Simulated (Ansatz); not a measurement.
Ansatz (a program for electronic structure) job for MoCl3, SMILES [Mo]([Cl])([Cl])[Cl] (connectivity only; charge and spin as stated), neutral, multiplicity 4, PBE0/def2-SVPD. Geometry optimised at B3LYP-D3(BJ)/def2-SVP. The spin state was assumed, not searched. The def2 effective core potentials stand for the cores of Mo; spin–orbit coupling is left out.

Ansatz 0.2 input:
```yaml
crystal:
  periodic: [false, false, false]
  atoms:
    - {symbol: Mo, position_ang: [-0.00000000, 0.00000000, 0.00000000]}
    - {symbol: Cl, position_ang: [2.26799153, 0.00000000, 0.00000000]}
    - {symbol: Cl, position_ang: [-1.13399576, -1.96413828, 0.00000000]}
    - {symbol: Cl, position_ang: [-1.13399577, 1.96413828, 0.00000000]}
basis:
  gaussian:
    orbitals: def2-SVPD
hamiltonian:
  xc: {name: PBE0}
magnetization: {spin_polarized: true, initial_magnetization: 3}
```

It prints:

```
WARN ansatz: RAYON_NUM_THREADS=1 ignored (pool sized by the plan → 1); use --threads N
Functional definition: PBE0
integrals: 0.07 GiB planned
1062 factors; integrals over basis functions are off by at most 7.6e-4 eV
mean field: 0.93 GiB planned
mean field evaluation 1: about -39402.5100 eV, gradient 9.7e0 eV
mean field evaluation 2: about -39402.9099 eV, gradient 7.3e0 eV
mean field evaluation 4: about -39403.1856 eV, gradient 1.2e0 eV
mean field evaluation 8: about -39403.2692 eV, gradient 2.4e-2 eV
mean field evaluation 16: about -39403.2692 eV, gradient 9.0e-5 eV
mean field -39403.26919271 eV, -1448.0434343370 hartree, gradient 1.8e-5 eV, S^2 3.772752; 2 other end points of the search recorded, 0 dependent functions left out
reference -39403.26922899 eV, -1448.0434356704 hartree; 34, 31 occupied and 81, 84 virtual orbitals, 1062 factors
Total energy: -39403.26922899 eV, -1448.0434356704 hartree
```

The run converged.

Cost: about 5 core-seconds (a rough figure).
